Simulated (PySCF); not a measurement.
C7H13FOSi.
Atom-mapped SMILES: `[CH3:1]/[CH:2]=[C:3]1\[SiH2:4][C@@H:5]([O:6][CH2:7][CH3:8])[C@@H:9]1[F:10]`

NICS is the negative of the GIAO shielding at a point without a nucleus: at the ring centre (0) and 1 Å above and below it (1); zz is the component along the ring normal. Level: GIAO PBE0/pcSseg-1 (PySCF, non-relativistic, gas phase) on the GFN2-xTB geometry, one conformer.

Ring bond lengths (Å), with Mayer bond orders in brackets: C3–Si4 1.889 (0.89), Si4–C5 1.932 (0.86), C5–C9 1.546 (0.97), C9–C3 1.511 (1.02).

Problem. What do the NICS probes read (ppm)?

Solution. 
| ring | type | NICS(0) | NICS(1), two faces | NICS(1)zz, two faces | rms pucker (Å) | centre to ring atoms, mean (Å) |
| --- | --- | --- | --- | --- | --- | --- |
| C3–Si4–C5–C9 | 4-membered ring with Si; formal bonds all single | -0.8 | -2.2 / -3.1 | 2.9 / 2.2 | 0.07 | 1.21 |

Problem. What can be read from them?

Solution. 
- C3–Si4–C5–C9: mean NICS(1)zz 2.5 ppm, near zero. Si4, C5, C9 have four or more neighbours; no verdict on aromaticity is drawn.

Conformer computed: `[CH3:1]/[CH:2]=[C:3]1\[SiH2:4][C@@H:5]([O:6][CH2:7][CH3:8])[C@@H:9]1[F:10]`: Si4–C5–O6–C7 -166°, C5–O6–C7–C8 -70°.
